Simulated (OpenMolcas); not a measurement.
Computed levels of 5d3 in ions with 71 electrons, in cm-1 above 4F 3/2.

| Item | Value |
| --- | --- |
| Program | OpenMolcas |
| Method | MS-CASPT2, IPEA 0.25 Eh, imaginary shift 0.1 Eh |
| Basis | ANO-R2 |
| Scalar Hamiltonian | X2C, finite nucleus |
| Spin-orbit coupling | state interaction with AMFI integrals over the reference wave functions, term energies averaged over their components |

Active space for each ion: 3 electrons in 10 orbitals (5d 6d); closed shells correlated by CASPT2: 5s 5p.

```
    Level   Ta2+    W3+   Re4+   Ir6+   Pt7+
   4F 5/2   2710   3910   5030   8190  10150
   4F 7/2   5240   7300   9260  14230  17140
   2P 1/2   9640  11480  23970  34430  40170
   2G 7/2  12510  15950  19590  27420  32010
   4P 5/2  14520  18190  21610  29440  33950
   4P 1/2  14860  18720  14470  19540  22370
2D 5/2(1)  18890  24440  29880  41090  47300
  2H 11/2  19200  23490  28190  38340  44150
   2F 7/2  24620  30340  35990  47450  53730
```

Q: Estimate 4F 7/2, 2P 1/2, 2G 7/2 for Os5+ from its neighbours Re4+ and Ir6+.

A: 4F 7/2 is fine structure, which grows about as the fourth power of a screened charge, so the fourth roots are averaged: ((9260^0.25 + 14230^0.25) / 2)^4 = 11545. The calculation gives 11650, so the estimate is off by -0.9 %; the measured value is 11444 (the list in Brasseur, Palmeri and Quinet, Atoms 13, 11 (2025)).
2P 1/2 is another term, which grows about linearly with the charge: (23970 + 34430) / 2 = 29200. The calculation gives 29150, so the estimate is off by +0.2 %; the measured value is 28860 (the list in Brasseur, Palmeri and Quinet, Atoms 13, 11 (2025)).
2G 7/2 is another term, which grows about linearly with the charge: (19590 + 27420) / 2 = 23505. The calculation gives 23350, so the estimate is off by +0.7 %; the measured value is 22920 (the list in Brasseur, Palmeri and Quinet, Atoms 13, 11 (2025)).

Mixed levels, with the weight of the term that names them: Ta2+ 2P 1/2 (53 %), Ta2+ 4P 1/2 (53 %), W3+ 2P 1/2 (53 %), W3+ 4P 1/2 (53 %), Re4+ 2P 1/2 (63 %), Re4+ 4P 1/2 (63 %), Os5+ 2P 1/2 (67 %), Os5+ 4P 1/2 (67 %), Ir6+ 2P 1/2 (68 %), Ir6+ 4P 1/2 (68 %), Pt7+ 2P 1/2 (67 %), Pt7+ 2G 7/2 (74 %), Pt7+ 4P 1/2 (67 %).

CASPT2 breaks the degeneracy within a term, and the mean is taken; among the terms shown or strongly mixed into the levels shown the widest spread is 600 cm-1 (5d3 4F, W3+). Over all roots computed the reference weight is 0.90 to 0.96 in W3+; the roots of lowest weight are the least certain, and an intruder state may touch them. Active for correlation alone: 6d; no level in the range computed is led by a configuration that fills it, so any true level of that kind is missing. The CASPT2 spread within a term exceeds the gap to the next term for 5d3 4P and 5d3 2G, so the order of their levels is uncertain (holds for W3+). Computed and measured levels are paired by configuration, term and J; levels that our copy of the source lacks, or whose pairing is in doubt (as where it misses far off the trend of its configuration), stay unpaired and out of the deviations. Only configurations of the active space appear.

A number in round brackets counts repeated terms of one configuration in the order of the reference energies.
